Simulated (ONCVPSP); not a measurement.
## Ge: one change to an ONCV potential, before and after

| Property | Result |
| --- | --- |
| Element | Ge |
| Generator | ONCVPSP 4.0.1 |
| Type | optimised norm-conserving Vanderbilt (ONCV) |
| Functional | LDA (Perdew-Zunger) |
| Relativity | scalar-relativistic |
| Frozen core | [Ar] |
| Valence charge | 14 |
| Reference configuration | 3d10 4s2 (charge +2) |
| Partial waves | 4s: rc 1.70 bohr, ncon 5, nbas 8, qcut 3.6 1/bohr, 2 projectors, debl 1.9 Ha; p scattering state at 0.03 Ha: rc 1.55 bohr, ncon 4, nbas 9, qcut 4.5 1/bohr, 2 projectors, debl 2.4 Ha; 3d: rc 0.85 bohr, ncon 3, nbas 8, qcut 14.4 1/bohr, 2 projectors, debl 1.4 Ha |
| Local potential | polynomial inside 0.55 bohr (lpopt 1, dvloc0 -1 Ha) |
| Core correction | none |

In the p channel the program set the typed energies aside and used 0.050, 2.450 Ha. In the d channel the program set the typed energies aside and used -1.821, 0.250 Ha.

Change: d: nproj 0; local potential the d channel. In the p channel the program set the typed energies aside and used 0.050, 2.450 Ha.

Cutoffs: the cutoffs (Ha) at which the residual kinetic energy of the hardest occupied pseudo-wave falls to 1 and 0.1 mHa per electron; they do not see the model core or the augmentation charge, which bear on the density cutoff. Errors are all-electron minus pseudo energies relative to the spin-unpolarised reference configuration.

Q: What does the change do?

A: The potential gets neither clearly harder nor softer (102 Ha and 356 Ha → 102 Ha and 356 Ha); the bound ghosts move from s to p, s; the lowest positive-energy flag moves from p at 9.4 eV to none; the number of tests with a reliable result goes from 3 to 1; the range in which the p phases agree widens (upper end 0.3 → at the end of the scan); the range in which the d phases agree narrows (upper end at the end of the scan → 2.0). In the separable form a ghost depends on how the local part lies against the semilocal potential of the channel, so the choice of the local part can create or remove one.

```csv
quantity,base,changed
"cutoff, loose",102 Ha,102 Ha
"cutoff, tight",356 Ha,356 Ha
bound ghosts,s,"s, p"
GHOST(+) flags under 300 eV,p at 9.4 eV,none
tests with a reliable result,3 of 4,1 of 4
s: phases at 1.72 bohr within 0.05 rad from the reference energy up to (Ha; the scan ends near 5),3.7,3.5
p: phases at 1.58 bohr within 0.05 rad from the reference energy up to (Ha; the scan ends near 5),0.3,to the end of the scan
d: phases at 0.86 bohr within 0.05 rad from the reference energy up to (Ha; the scan ends near 5),to the end of the scan,2.0
```

 A true bound ghost makes a file unfit for plane-wave use even where its test errors are small: the radial tests pick states by their node count and pass the ghost by.
